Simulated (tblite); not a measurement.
C7H13B.
SMILES with atom numbers: `[CH2:1]=[CH:2][CH2:3][C@H:4]1[CH2:5][BH:6][CH2:7][CH2:8]1` (hydrogens: H9, H10 on C1; H11 on C2; H12, H13 on C3; H14 on C4; H15, H16 on C5; H17 on B6; H18, H19 on C7; H20, H21 on C8)

Geometry (GFN2-xTB, Å), atoms numbered from 1 in this order:
```xyz
21
C7H13B angstrom
C      3.2049    0.5101    0.8820
C      2.3328    0.0623   -0.0015
C      1.0999   -0.7089    0.3471
C     -0.1777    0.0872    0.0534
C     -0.4049    0.3954   -1.4383
B     -1.9625    0.5443   -1.5968
C     -2.6008    0.0309   -0.2531
C     -1.4457   -0.6570    0.4915
H      4.0789    1.0709    0.5956
H      3.0810    0.3300    1.9379
H      2.4799    0.2576   -1.0558
H      1.1203   -0.9697    1.4080
H      1.0777   -1.6374   -0.2320
H     -0.1236    1.0361    0.5985
H     -0.0825   -0.4660   -2.0341
H      0.2007    1.2361   -1.7781
H     -2.5316    0.9548   -2.5299
H     -2.9317    0.9019    0.3221
H     -3.4746   -0.6157   -0.3377
H     -1.5726   -0.6471    1.5748
H     -1.3767   -1.6990    0.1704
```

Level: GFN2-xTB in tblite, geometry and Hessian alike; calculated harmonic values, unscaled, isolated species. The method is semi-empirical: single wavenumbers can be off by several per cent or more. Modes of hydrogen on boron can be 10 to 20 % off. One conformer, not necessarily the lowest.

Harmonic wavenumbers (cm⁻¹): 53.9, 72.8, 138.8, 178.5, 211.3, 350.6, 367.3, 439.6, 494.1, 532.8, 575.6, 666.5, 696.0, 824.7, 830.9, 876.0, 893.7, 903.5, 912.4, 932.7, 962.6, 1022.4, 1027.7, 1051.1, 1066.2, 1097.9, 1130.8, 1139.0, 1164.3, 1193.2, 1224.6, 1240.9, 1256.1, 1274.4, 1287.9, 1320.0, 1324.9, 1345.5, 1418.4, 1451.7, 1452.6, 1480.6, 1500.8, 1719.7, 2666.5, 2922.9, 2929.5, 2936.5, 2943.0, 2967.7, 2972.1, 2986.4, 2993.4, 2995.5, 3055.5, 3093.3, 3118.0.

A = 5141, B = 1089, C = 968.4 MHz; mass 108.111 u (most abundant isotopes); point group C1, symmetry number 1.

Problem. What is the zero-point energy?

Solution. ½Σν̃ = 39843 cm⁻¹ = 476.62 kJ/mol.

Problem. Give the ideal-gas entropy at 298.15 K and 1 bar in the rigid-rotor, harmonic-oscillator model (classical rotation).

Solution. Translation 167.26, rotation 119.14, vibration 98.29: S = 384.7 J/(mol K).

Problem. And Cp and H(298.15 K) − H(0)?

Solution. Cp = 149.15 J/(mol K), of which vibrations give 115.89 (their classical limit is 57 R = 473.9); H(298.15 K) − H(0) = 25.79 kJ/mol without the zero-point energy, 15.87 from vibrations.

Problem. Which modes carry the vibrational entropy at 298.15 K?

Solution. 53.9 cm⁻¹: 19.53; 72.8 cm⁻¹: 17.05; 138.8 cm⁻¹: 11.80; 178.5 cm⁻¹: 9.81; 211.3 cm⁻¹: 8.50; 350.6 cm⁻¹: 4.87 J/(mol K); the other 51 give 26.72 together.

Problem. Blend soft modes into free rotors: weight 1/[1 + (100 cm⁻¹/ν̃)⁴] for the oscillator and the rest for a rotor with moment μB/(μ + B), μ = h/(8π²ν), B = 10⁻⁴⁴ kg m². What vibrational entropy results?

Solution. 90.47 J/(mol K) in place of 98.29, which changes −T·S at 298.15 K by +2.33 kJ/mol.

Hindered rotation and anharmonicity are outside this model. Other conformers, if any are populated, would add a mixing term that is left out. The structure is chiral; the term R ln 2 for an equal mix with its mirror image is left out.
